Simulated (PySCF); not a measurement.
Computed shifts of a molecule C5H5Cl, PBE/pcSseg-1 in PySCF, GIAO, gas phase, atoms alike by connectivity averaged where their shifts nearly agree, in ppm (number of nuclei): ¹³C: 222.5 (1), 141.8 (1), 128.5 (1), 111.5 (1), 103.1 (1). ¹H: 6.64 (1), 6.62 (1), 6.60 (1), 5.85 (1), 5.75 (1). References: ¹³C against TMS (σ = 182.0 ppm); ³⁵Cl against HCl (σ = 936.5 ppm); ¹H against TMS (σ = 31.49 ppm), references at their B3LYP-D3(BJ)/def2-TZVP geometries, non-relativistic (without spin–orbit terms, shifts of atoms bonded to Cl or Br come out too high). Geometry: PBE0-D3(BJ)/def2-SVP. The values are those of a single conformer.

Problem. Which molecule gave these data?
A) ClC1=CC=CC1
B) C=CC=C=CCl
C) C#C/C(Cl)=C\C
D) C#C[C@H]1C[C@H]1Cl

Solution. B, C=CC=C=CCl
